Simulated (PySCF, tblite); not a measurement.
Compound: C6H9FO.
Atom-mapped SMILES: `[CH3:1][O:2]/[CH:3]=[C:4]1/[CH2:5][CH2:6][C@@H:7]1[F:8]` (hydrogens: H9, H10, H11 on C1; H12 on C3; H13, H14 on C5; H15, H16 on C6; H17 on C7)

Computed with GFN2-xTB (tblite), gas phase: Langevin dynamics at 600 K from the optimised GFN2-xTB geometry, time step 0.5 fs, friction 0.01 fs⁻¹, 2000 steps. Over the second half of the run the saved frames average 587 K.

Frame at 250 fs, instantaneous temperature 547 K:
```
atom  x, y, z in Å
C1      2.442   -1.063   -0.316
O2      1.357   -0.385    0.379
C3      0.287   -0.352   -0.445
C4     -0.885    0.123   -0.088
C5     -2.248    0.092   -0.617
C6     -2.683    1.108    0.466
C7     -1.251    0.889    1.129
F8     -0.465    1.896    1.597
H9      3.296   -0.988    0.421
H10     2.724   -0.528   -1.142
H11     2.165   -2.148   -0.398
H12     0.397   -0.969   -1.381
H13    -2.385    0.472   -1.633
H14    -2.855   -0.893   -0.458
H15    -2.588    2.110    0.007
H16    -3.486    0.977    1.121
H17    -1.384   -0.049    1.907
```

Frame at 425 fs, instantaneous temperature 462 K:
```
atom  x, y, z in Å
C1      2.474   -0.348   -0.090
O2      1.239    0.098    0.366
C3      0.179   -0.178   -0.386
C4     -1.008    0.101    0.151
C5     -2.504    0.105   -0.158
C6     -2.780    0.996    1.140
C7     -1.250    0.821    1.467
F8     -0.590    2.054    1.508
H9      3.141    0.195    0.501
H10     2.531   -0.125   -1.216
H11     2.639   -1.451    0.069
H12     0.334   -0.894   -1.311
H13    -2.671    0.675   -1.072
H14    -3.051   -0.835   -0.111
H15    -3.288    1.948    1.104
H16    -3.312    0.386    1.840
H17    -0.849    0.252    2.361
```

Frame at 625 fs, instantaneous temperature 542 K:
```
atom  x, y, z in Å
C1      2.404   -0.220    0.644
O2      1.112   -0.431    0.963
C3      0.181   -0.143    0.134
C4     -0.921    0.543    0.285
C5     -2.118    0.525   -0.688
C6     -2.973    0.810    0.593
C7     -1.697    1.131    1.381
F8     -1.591    2.523    1.424
H9      2.643    0.871    0.749
H10     2.647   -0.256   -0.508
H11     3.038   -0.805    1.255
H12     0.373   -0.450   -0.911
H13    -2.184    1.388   -1.408
H14    -2.300   -0.454   -1.123
H15    -3.561    1.691    0.561
H16    -3.568   -0.020    0.856
H17    -1.569    0.784    2.428
```

Frame at 800 fs, instantaneous temperature 558 K:
```
atom  x, y, z in Å
C1      2.139   -0.257    0.967
O2      0.779   -0.237    1.471
C3     -0.214   -0.350    0.509
C4     -1.372    0.305    0.564
C5     -2.567    0.253   -0.344
C6     -3.175    1.482    0.434
C7     -2.107    1.163    1.645
F8     -1.360    2.162    2.151
H9      2.594    0.494    1.535
H10     2.138   -0.164   -0.132
H11     2.677   -1.121    1.433
H12     0.090   -0.896   -0.398
H13    -2.486    0.474   -1.365
H14    -3.209   -0.672   -0.249
H15    -2.826    2.455   -0.055
H16    -4.265    1.401    0.601
H17    -2.579    0.566    2.479
```

Frame at 1000 fs, instantaneous temperature 765 K:
```
atom  x, y, z in Å
C1      1.833    0.985    1.540
O2      0.422    0.579    1.627
C3     -0.254    0.548    0.422
C4     -1.584    0.490    0.626
C5     -2.736    1.025   -0.387
C6     -3.572    1.111    0.940
C7     -2.388    0.847    1.859
F8     -1.950    1.905    2.593
H9      2.144    1.555    2.347
H10     2.165    1.442    0.567
H11     2.354    0.050    1.523
H12     0.257    0.421   -0.539
H13    -2.548    1.944   -0.833
H14    -3.255    0.302   -1.172
H15    -3.956    2.196    1.106
H16    -4.338    0.400    1.266
H17    -2.609   -0.038    2.460
```

Q: What do single points at PBE0/pcSseg-1 (PySCF, gas phase) give on these frames?

A: 
```csv
t (fs),GFN2-xTB E above start (eV),DFT E above lowest frame (eV),HOMO (eV),LUMO (eV),dipole (D)
250,1.12,0.26,-6.12,0.21,2.94
425,0.84,0.02,-6.22,0.11,2.64
625,0.91,0.02,-6.67,0.18,2.33
800,0.89,0.00,-6.38,0.15,2.36
1000,1.47,0.63,-6.32,-0.18,2.48
```

The two levels order the frames alike by energy but for pairs within 0.08 eV at one level; measured from each level's lowest frame they differ by 0.05 eV at most. The HOMO–LUMO gap runs from 6.14 to 6.85 eV. These are instantaneous structures, not minima.

Q: And the isotropic GIAO shieldings (ppm) from the same runs?

A: 
```
atom  250 fs  425 fs  625 fs  800 fs  1000 fs   mean  range
  C1   118.9   123.1   128.9   120.9    125.3  123.4   10.0
  O2   233.7   239.2   259.3   229.4    219.5  236.2   39.8
  C3    33.3    34.8    42.4    27.8     16.8   31.0   25.6
  C4    65.3    59.8    69.3    59.0     51.9   61.1   17.4
  C5   165.8   158.5   156.2   164.7    152.2  159.5   13.6
  C6   150.8   160.8   158.4   140.0    149.9  152.0   20.8
  C7    93.9    84.7    98.9    88.8     99.0   93.1   14.3
  F8   358.8   346.1   355.6   362.9    365.5  357.8   19.4
  H9    27.0    28.2    27.5    27.8     28.9   27.9    1.9
 H10    28.9    26.9    26.8    27.8     27.9   27.7    2.1
 H11    27.0    27.4    28.2    26.9     28.0   27.5    1.3
 H12    25.2    24.1    26.1    25.3     24.4   25.0    2.0
 H13    28.7    28.2    27.7    30.2     29.8   28.9    2.5
 H14    27.8    28.7    29.2    28.8     27.3   28.4    1.9
 H15    28.8    29.5    30.2    27.9     28.0   28.9    2.3
 H16    30.0    30.0    30.1    28.4     28.4   29.4    1.7
```

The cost below is that of the whole dynamics run. On Intel Xeon Platinum 8488C, one thread, on a shared host, this took 11 s of wall time and 0.18 GiB of memory at its peak.
